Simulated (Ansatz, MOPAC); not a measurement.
Molecule: hydrogen iodide, HI (charge 0, singlet). SMILES: I

Atoms: I1, H2. Bonds: I1-H2.

Bond lengths (Å) and angles (degrees) optimised at AM1 with MOPAC; PM7 with MOPAC; MNDO with MOPAC; MP2/6-31G* with LANL2DZ past Ar with Ansatz (a first-principles code), each started from the B3LYP-D3(BJ)/def2-TZVP structure (Ansatz) of the last column. A row stands for all coordinates that are equal there. 6-31G* holds six Cartesian d functions.

```json
[
 {"coordinate": "I1-H2", "AM1": "1.587", "PM7": "1.637", "MNDO": "1.567", "MP2/6-31G* with LANL2DZ past Ar": "1.634", "B3LYP-D3(BJ)/def2-TZVP": "1.615"}
]
```

Mean signed difference of all 1 bond lengths from B3LYP-D3(BJ)/def2-TZVP: AM1 -0.028 Å, PM7 0.022 Å, MNDO -0.049 Å, MP2/6-31G* with LANL2DZ past Ar 0.019 Å.
